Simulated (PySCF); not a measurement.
# M06-L on Ne²⁺ (neon, charge +2)

Configuration: [He] 2s2 2p4, high-spin 3P determinant. Computed with PySCF 2.14 in pcseg-2, with no relativity, point nucleus.

```
Total energy                                                  : -126.6619 hartree
One-electron energy                                           : -166.5686 hartree
Hartree (Coulomb) energy                                      : 51.3047 hartree
Exchange-correlation energy                                   : -11.3979 hartree
Kinetic energy                                                : 126.37394 hartree
⟨S²⟩                                                          : 2.0029
⟨L²⟩                                                          : 2.005
Sum of ⟨r⟩                                                    : 5.196 bohr
Sum of ⟨r²⟩                                                   : 4.969 bohr²
Traceless quadrupole moment −½Σ⟨3z² − r²⟩ along its main axis : -0.338 e·bohr²
Density at the nucleus (Gaussians lack the cusp)              : 603 bohr⁻³
Spin density at the nucleus                                   : 0.666 bohr⁻³
Langevin diamagnetic susceptibility                           : -3.94 ×10⁻⁶ cm³/mol
Time after the integrals                                      : 0.11 s of wall time on 1 thread of Intel(R) Xeon(R) 6975P-C (shared host)
```

| shell | electrons | mean orbital energy (hartree) | spread (hartree) | rms radius, mean of both spins (bohr) |
| --- | --- | --- | --- | --- |
| 1s α | 1 | -32.65035 | 0 | 0.183 |
| 1s β | 1 | -32.55066 | 0 | 0.183 |
| 2s α | 1 | -3.05789 | 0 | 0.907 |
| 2s β | 1 | -2.77014 | 0 | 0.907 |
| 2p α | 3 | -2.13729 | 0.11801 | 0.903 |
| 2p β | 1 | -1.96806 | 0 | 0.903 |
